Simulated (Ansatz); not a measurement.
`CC[O][Sb]([F])[SiH3]` at its PBE0-D4/def2-TZVP geometry, where that method's forces vanish. Charge 0, multiplicity 1. Sb takes the def2 core potential.

| atom | x (Å) | y (Å) | z (Å) |
| --- | --- | --- | --- |
| C1 | 0.841 | 0.787 | 2.038 |
| C2 | 1.051 | 1.238 | 0.611 |
| O3 | 0.144 | 0.601 | -0.274 |
| Sb4 | 0.657 | -1.057 | -1.164 |
| F5 | 0.175 | -2.274 | 0.255 |
| Si6 | -1.716 | -1.158 | -2.221 |
| H7 | 1.510 | 1.328 | 2.712 |
| H8 | 1.034 | -0.284 | 2.142 |
| H9 | -0.189 | 0.974 | 2.347 |
| H10 | 2.093 | 1.059 | 0.306 |
| H11 | 0.873 | 2.315 | 0.520 |
| H12 | -1.824 | -0.116 | -3.277 |
| H13 | -1.929 | -2.493 | -2.842 |
| H14 | -2.718 | -0.920 | -1.153 |

**Question.** For each bond, give half the difference of the two atoms' forces along it (eV/Å; positive pushes the atoms apart) under PBE-D4, r2SCAN-D4, B3LYP-D4, ωB97M-V in def2-TZVPP. (An estimate is asked.)

**Answer.** Computed: 
```csv
bond,length (Å),PBE-D4,r2SCAN-D4,B3LYP-D4,ωB97M-V
C1–C2,1.512,-0.02,0.06,0.15,0.15
C1–H7,1.093,0.10,-0.02,-0.06,-0.07
C1–H8,1.093,0.10,-0.03,-0.07,-0.07
C1–H9,1.092,0.10,-0.04,-0.06,-0.08
C2–O3,1.418,0.26,0.30,0.21,0.24
C2–H10,1.101,0.05,-0.09,-0.11,-0.12
C2–H11,1.095,0.10,-0.07,-0.15,-0.16
O3–Sb4,1.950,0.49,0.12,0.24,-0.09
Sb4–F5,1.931,0.62,0.13,0.36,0.03
Sb4–Si6,2.600,0.09,0.06,0.16,-0.07
Si6–H12,1.488,0.07,-0.02,-0.08,-0.08
Si6–H13,1.487,0.08,-0.02,-0.08,-0.08
Si6–H14,1.483,0.09,-0.02,-0.08,-0.10
```

B3LYP here is the variant with VWN-RPA as its local correlation; programs differ in this.
